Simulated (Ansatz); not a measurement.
CH4OSSi can be A, `SC1O[SiH2]1`, or B, `OC1[SiH2]S1`.

Computed with Ansatz on PBE0-D4/def2-TZVP structures; ΔE is electronic, products minus reactants. CBS: MP2 limit from def2 TZ/QZ plus the TZ coupled-cluster correction, frozen cores. Functionals use def2-TZVPP. Each species was taken in one conformer, which may not be the lowest.

**Question.** Which isomer does CCSD(T)/CBS put lower? Give the gap. (An estimate is asked.)

**Answer.** Computed: B, by 6.7 kcal/mol.

**Question.** Give E(B) − E(A) in kcal/mol with LDA (SPW92), ωB97M-V, CCSD(T)/def2-TZVPP, HF/def2-TZVPP, PBE0-D4, PBE-D4, MP2/def2-TZVPP. (Estimate.)

**Answer.** The calculation gave: LDA (SPW92) -8.3, ωB97M-V -6.3, CCSD(T)/def2-TZVPP -6.1, HF/def2-TZVPP -6.0, PBE0-D4 -8.7, PBE-D4 -8.0, MP2/def2-TZVPP -6.4. None reverses the order clearly.

**Question.** Does the order hold for the free energy at 298.15 K (harmonic terms from PBE0-D4)? (Estimate.)

**Answer.** Ansatz gave: Yes: G(B) − G(A) = -4.8 kcal/mol, for one conformer each.

Largest T1 diagnostic: 0.015.

At CCSD(T), def2-SVP lies −1.4 kcal/mol from the extrapolated value and def2-TZVPP +0.6 kcal/mol. From r2SCAN to r2SCAN0 (25 % exact exchange), in def2-TZVPP and without D4, E(B) − E(A) moves by −0.9 kcal/mol.
